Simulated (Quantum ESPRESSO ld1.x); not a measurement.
The numbers below are computed, except where a source is named.
All-electron atom: Au40+ in [Kr] 4d3. Level of theory: scalar-relativistic Kohn-Sham, LDA (Slater exchange, Perdew-Wang correlation), spin-polarised, spherical densities, point nucleus; open shells are filled with parallel spins first (ld1.x of Quantum ESPRESSO 7.5).

Normalised radial functions P(r) = r R(r), r in bohr:

| r | 3d down | 4p up | 4p down |
|---|---|---|---|
| 0.0006353 | 0.0000 | 0.0032 | 0.0032 |
| 0.0008076 | 0.0000 | 0.0048 | 0.0048 |
| 0.001027 | 0.0001 | 0.0071 | 0.0071 |
| 0.001305 | 0.0001 | 0.0105 | 0.0105 |
| 0.001659 | 0.0002 | 0.0156 | 0.0156 |
| 0.002109 | 0.0004 | 0.0231 | 0.0231 |
| 0.002681 | 0.0007 | 0.0343 | 0.0343 |
| 0.003409 | 0.0014 | 0.0507 | 0.0506 |
| 0.004333 | 0.0026 | 0.0745 | 0.0744 |
| 0.005509 | 0.0050 | 0.1087 | 0.1087 |
| 0.007003 | 0.0094 | 0.1572 | 0.1571 |
| 0.008902 | 0.0177 | 0.2240 | 0.2238 |
| 0.01132 | 0.0329 | 0.3130 | 0.3127 |
| 0.01439 | 0.0607 | 0.4257 | 0.4254 |
| 0.01829 | 0.1098 | 0.5581 | 0.5577 |
| 0.02325 | 0.1941 | 0.6952 | 0.6946 |
| 0.02979 | 0.3392 | 0.8078 | 0.8071 |
| 0.03788 | 0.5599 | 0.8342 | 0.8334 |
| 0.04815 | 0.8810 | 0.7107 | 0.7099 |
| 0.06121 | 1.3053 | 0.3800 | 0.3793 |
| 0.07781 | 1.7951 | -0.1531 | -0.1534 |
| 0.09892 | 2.2517 | -0.7589 | -0.7587 |
| 0.1258 | 2.5225 | -1.1613 | -1.1603 |
| 0.1599 | 2.4602 | -1.0352 | -1.0335 |
| 0.2032 | 2.0236 | -0.2470 | -0.2445 |
| 0.2583 | 1.3484 | 0.9103 | 0.9123 |
| 0.3284 | 0.6916 | 1.7809 | 1.7805 |
| 0.4175 | 0.2557 | 1.8439 | 1.8426 |
| 0.5308 | 0.0626 | 1.2193 | 1.2202 |
| 0.6747 | 0.0091 | 0.5101 | 0.5123 |
| 0.8577 | 0.0007 | 0.1256 | 0.1268 |
| 1.09 | 0.0000 | 0.0162 | 0.0165 |

3d down: eigenvalue -3983.7 eV, 0 radial nodes, <r> = 0.165 bohr, 90 % of the charge inside 0.255 bohr. 4p up: eigenvalue -2096.8 eV, 2 radial nodes at r = 0.0731, 0.214 bohr, <r> = 0.384 bohr, 90 % of the charge inside 0.548 bohr. 4p down: eigenvalue -2088.2 eV, 2 radial nodes at r = 0.0731, 0.214 bohr, <r> = 0.384 bohr, 90 % of the charge inside 0.548 bohr.
